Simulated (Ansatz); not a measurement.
`[OH][GaH][CH2]S` + `[SiH3]BN[SiH3]` → `[OH][GaH][BH][SiH3]` + `[SiH3]NCS`  (redistribution)

Computed with Ansatz on PBE0-D4/def2-TZVP structures; ΔE is electronic, products minus reactants. CBS: MP2 limit from def2 TZ/QZ plus the TZ coupled-cluster correction, frozen cores. For Ga outer-core shells are correlated without core-valence functions, which leaves a few kJ/mol of doubt a bond. Scalar relativity is left out up to krypton. One conformer a species, not always the lowest.

`[OH][GaH][CH2]S`:

Z-matrix (Å, degrees):
```
Ga
C 1 1.958
S 1 2.880 2 38.8
O 1 1.790 2 113.7 3 -103.6
H 1 1.564 2 125.8 3 69.5
H 2 1.087 1 120.5 3 -121.1
H 2 1.090 1 110.3 3 110.1
H 3 1.344 1 80.2 2 112.8
H 4 0.959 1 114.2 2 170.4
```

`[SiH3]BN[SiH3]`:

Cartesian coordinates in Å:
```
Si -0.983 -1.571 0.432
B -1.189 0.335 -0.216
N -0.118 1.214 -0.411
Si 1.588 0.901 -0.158
H 0.425 -1.990 0.696
H -1.549 -2.512 -0.577
H -1.751 -1.761 1.696
H -2.297 0.738 -0.447
H -0.347 2.143 -0.738
H 1.857 0.554 1.259
H 2.058 -0.204 -1.028
H 2.305 2.154 -0.509
```

`[OH][GaH][BH][SiH3]`:

Z-matrix (Å, degrees):
```
Si
B 1 2.004
H 1 1.489 2 114.3
H 1 1.495 2 103.6 3 -117.6
H 1 1.489 2 114.1 3 125.6
Ga 2 2.072 1 123.6 3 -149.5
H 2 1.198 1 117.1 3 33.4
O 6 1.797 2 115.0 1 -82.8
H 6 1.575 2 129.8 1 95.4
H 8 0.959 6 113.5 2 179.3
```

`[SiH3]NCS`:

Cartesian coordinates in Å:
```
Si 1.248 0.439 1.069
N 0.163 -0.693 0.344
C -0.539 -0.445 -0.872
S -2.061 0.556 -0.568
H 0.606 1.610 1.731
H 2.027 -0.303 2.092
H 2.129 0.951 -0.012
H -0.300 -1.358 0.945
H 0.104 0.107 -1.558
H -0.838 -1.379 -1.349
H -2.539 0.516 -1.823
```

| species | CCSD/def2-TZVPP energy (Eh) |
| --- | --- |
| `[OH][GaH][CH2]S` | -2437.36087 |
| `[SiH3]BN[SiH3]` | -662.38401 |
| `[OH][GaH][BH][SiH3]` | -2315.99267 |
| `[SiH3]NCS` | -783.67446 |

Question: Work out ΔE.

Answer: ΔE = (-2315.99267) + (-783.67446) − (-2437.36087) − (-662.38401) = 0.07775 Eh = +204.1 kJ/mol. CCSD(T)/CBS gives +207.7 kJ/mol.

Largest T1 diagnostic among the species: 0.015.

In def2-TZVPP, CCSD(T) changes the Hartree–Fock value by +16.8 kJ/mol (the triples alone add +3.7 kJ/mol) and MP2 by +26.5 kJ/mol. The D4 term adds +3.1 kJ/mol with B3LYP and +1.6 kJ/mol with PBE0; it sums over pairs of atoms, weighted by their polarisabilities, and B3LYP, whose exchange is more repulsive, gets the larger term.

B3LYP here is the variant with VWN-RPA as its local correlation; programs differ in this.
